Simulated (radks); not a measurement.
Spherical jellium clusters: N electrons in a uniform positive sphere of charge N and radius rs N^(1/3), rs = 2.48 bohr. Method: non-relativistic Kohn-Sham, LDA (Slater exchange, Perdew-Wang correlation), spin-polarised, spherical densities; computed with a radial shooting solver with Libxc functionals. Levels are named by radial order and angular momentum (1s, 1p, 1d, 2s, ...), and open shells are averaged over m.

N = 30, configuration 1s2 1p6 1d10 2s2 1f(up 7, down 3). This is the lowest configuration that the search found. Occupied and some empty levels:

level    occupation  eigenvalue (eV)  <r> (bohr)
1s up             1          -9.9898       4.406
1s down           1          -9.8028       4.285
1p up             3          -8.1798       5.440
1p down           3          -7.8933       5.378
1d up             5          -6.0770       6.170
1d down           5          -5.7438       6.155
2s up             1          -5.4958       5.307
2s down           1          -5.2963       5.381
1f up             7          -3.7317       6.829
1f down           3          -3.3895       6.859
2p up             0          -2.9397       6.560
2p down           0          -2.7589       6.634
1g up             0          -1.2479       7.618
1g down           0         -0.93382       7.736
2d up             0         -0.82435       8.952
2d down           0         -0.68363       9.232

Energy (eV): total -32.7407, kinetic 126.19, external -3716.7, Hartree 1814.9, exchange-correlation -163.96, background 1906.9.
